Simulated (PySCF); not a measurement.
TDDFT excited states: C3H10OSi

C₃H₁₀OSi.
Bonds: C1–C2, C2–C3, C3–O4, O4–Si5. Hydrogens: H6, H7, H8 on C1; H9, H10 on C2; H11, H12 on C3; H13, H14, H15 on Si5.

The calculation used TDDFT CAM-B3LYP/def2-SVPD, vertical, gas phase, core orbitals frozen in the response in PySCF 2.14.0, density-fitted response routines. One conformer (not necessarily the lowest) at the GFN2-xTB geometry, without solvent, vibrations or thermal averaging. Torsions of this conformer, `[CH3:1][CH2:2][CH2:3][O:4][SiH3:5]`: C1–C2–C3–O4 180°, C2–C3–O4–Si5 180°.

Problem. What does the calculation give for the low-lying excited states?

Solution. 

```tsv
state	λ (nm)	E (eV)	f	|μ| (D)	symmetry	main configurations (H = HOMO, L = LUMO)
S1	174.6	7.10	0.0022	0.29	A″	H→L (89%)
S2	160.2	7.74	0.018	0.77	A′	H-1→L (85%)
S3	153.5	8.08	0.043	1.19	A″	H→L+1 (74%)
S4	148.1	8.37	0.0012	0.20	–	H→L+3 (63%), H→L+5 (20%), H→L+2 (10%)
S5	144.2	8.60	0.0089	0.52	A″	H→L+2 (65%), H→L+7 (12%), H→L+3 (8%)
S6	144.0	8.61	0.011	0.57	A′	H-1→L+1 (63%), H-3→L (10%), H-1→L (10%)
S7	139.7	8.88	0.0066	0.44	A″	H-2→L (40%), H-4→L (31%)
S8	139.6	8.88	0.0091	0.52	A′	H→L+4 (48%), H-3→L (26%)
```

Triplets (Tamm–Dancoff): T1 6.78 eV, H→L (82%), H→L+1 (9%); T2 7.36 eV, H-1→L (71%), H-3→L (10%), H-1→L+1 (8%); T3 7.84 eV, H→L+1 (61%), H→L (10%).

The lowest singlet comes at 175 nm (685 kJ/mol) in the vacuum ultraviolet; it is very weak; its leading configuration is HOMO→LUMO (89%). The strongest level in the table is S3 at 8.08 eV (154 nm, f = 0.043). S5/S6 and S7/S8 lie within about 0.01 eV of each other in each set. Löwdin shares by element: HOMO oxygen 48%, silicon 13%, carbon 12% or more, hydrogen 7% or more (atoms not listed hold the other 21%); LUMO silicon 35%, hydrogen 19% or more, carbon 12% or more (atoms not listed hold the other 34%). Orbital energies (eV): HOMO-3 -11.05, HOMO-2 -10.93, HOMO-1 -9.98, HOMO -9.48, LUMO 1.14, LUMO+1 1.41, LUMO+2 1.66. The oscillator strengths of these states sum to 0.100; summed over the whole spectrum of an exact calculation they would give the number of electrons, 50 (Thomas–Reiche–Kuhn). The listed states span 1.78 eV, and the widest gap between neighbours is 0.64 eV (S1 to S2). Symmetry labels in Cs follow from the direction of the transition dipole and are given only for states with f of 0.002 or more. Singlets were solved by full linear response, triplets in the Tamm–Dancoff approximation.
